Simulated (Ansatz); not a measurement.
Task: Predict a relaxed structure of the cluster Cu₂Au (the lowest doublet isomer of a short search), charge 0, doublet, at PBE0-D4/def2-TZVP (Ansatz).

Result: 
| atom | x (Å) | y (Å) | z (Å) |
| --- | --- | --- | --- |
| Au1 | -0.408 | 1.439 | 0.137 |
| Cu2 | -0.007 | -0.671 | -1.215 |
| Cu3 | 0.415 | -0.768 | 1.078 |
Point group C2v (tolerance 0.1 Å). This is one stationary point.

In the def2 sets Au takes a core potential; there is no spin–orbit coupling. The relaxation made no stability test and no search for a lower SCF solution. The structure comes from a short search, and lower isomers may exist.
